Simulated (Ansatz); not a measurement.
A run for Ansatz (a program for electronic structure): R-PBE0/def2-TZVPP on AsN, 2S+1 = 1, a spin state set in the input, which need not be the lowest.

Ansatz 0.2 input:
```yaml
crystal:
  periodic: [false, false, false]
  atoms:
    - {symbol: N, position_ang: [0.00000000, 0.00000000, 0.00000000]}
    - {symbol: As, position_ang: [0.00000000, 0.00000000, 1.80500000]}
basis:
  gaussian:
    orbitals: def2-TZVPP
hamiltonian:
  xc: {name: PBE0}
relax: {f_tol: 0.002, max_steps: 120}
```

Q: What total energy does the run end on?

A: -2290.2520 hartree.

Q: How many basis functions does it have, and what does it roughly cost on one machine?

A: 79 functions; roughly 6 core-seconds.
